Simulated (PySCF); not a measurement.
Isopropyldifluoroborane, C3H7BF2.
Geometry (PBE0-D3(BJ)/def2-SVP, Å), atoms numbered from 1 in this order:
```xyz
13
C3H7BF2 angstrom
C     -1.0105   -0.9194    0.3355
C      0.0388   -0.0657   -0.3915
C      1.4116   -0.1450    0.2668
B     -0.5013    1.3970   -0.5282
F      0.0958    2.4386    0.0254
F     -1.6127    1.6568   -1.1973
H     -0.6934   -1.9731    0.3859
H     -1.9869   -0.8845   -0.1704
H     -1.1569   -0.5740    1.3722
H      0.1111   -0.4496   -1.4277
H      1.3823    0.2428    1.2974
H      1.7708   -1.1853    0.3147
H      2.1634    0.4437   -0.2805
```

The closed-shell ground state was solved at several levels (PySCF, density fitting, gas phase, non-relativistic).

```csv
level,basis functions,total energy (Eh),HOMO (eV),LUMO (eV),gap (eV),dipole (D)
KT3/pcSseg-1,137,-347.8883,-7.71,-0.76,6.95,1.52
PBE0/pcSseg-2,314,-342.9716,-8.96,0.10,9.06,1.68
BLYP/pcSseg-1,137,-343.0754,-7.45,-0.67,6.78,1.48
KT2/pcJ-1,232,-348.3809,-7.66,-0.83,6.83,1.55
PBE/pcSseg-1,137,-342.7748,-7.52,-0.79,6.73,1.50
HF/pcJ-1,232,-341.3762,-12.62,3.80,16.42,1.87
```

(1) What might PBE0/aug-cc-pVDZ (201 basis functions) give for the same quantities?

(2) Over all these levels, which gives the widest orbital gap and which the narrowest?

(3) How far do the dipole and the HOMO energy spread over the levels?

Results:

(1) Total energy -342.8649 Eh, HOMO -8.95 eV, LUMO -0.22 eV, gap 8.73 eV, dipole 1.65 D.

(2) HF/pcJ-1 (Hartree–Fock, all exact exchange) has the widest, 16.42 eV, and PBE/pcSseg-1 (GGA) the narrowest, 6.73 eV. Functional and basis both differ between the two, so the spread mixes both effects.

(3) The dipole runs from 1.48 to 1.87 D (mean 1.61 D) and the HOMO from -12.62 to -7.45 eV.

One conformer stands for the species.
